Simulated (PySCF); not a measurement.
# Radial density of I²⁺ (iodine, charge +2)

wB97X, [Kr] 4d10 5s2 5p3, high-spin 4S determinant. Calculation: PySCF 2.14, in aug-cc-pVTZ-PP with ECP28MDF (6s5p4d2f, 55 functions); a scalar-relativistic core potential. This is the valence pseudo-density: the core potential removes the inner electrons and smooths the orbitals near the nucleus.

| r (bohr) | 4πr²ρ (e/bohr) | 4πr²(ρα − ρβ) |
| --- | --- | --- |
| 0.00215 | 1.458e-05 | 0.0000 |
| 0.00362 | 4.018e-05 | 0.0000 |
| 0.00608 | 0.0001059 | 0.0000 |
| 0.0102 | 0.0002517 | 0.0000 |
| 0.0172 | 0.0005042 | 0.0000 |
| 0.0289 | 0.0008760 | 0.0000 |
| 0.0487 | 0.001355 | 0.0000 |
| 0.0819 | 0.003643 | 0.0001 |
| 0.138 | 0.02655 | 0.0006 |
| 0.232 | 0.3475 | 0.0073 |
| 0.390 | 5.518 | 0.1296 |
| 0.655 | 26.47 | 0.3795 |
| 1.10 | 13.36 | 0.1562 |
| 1.85 | 4.017 | 1.8571 |
| 3.12 | 0.7841 | 0.5804 |
| 5.25 | 0.009825 | 0.0088 |

Energies and moments cover only the electrons outside the core potential.
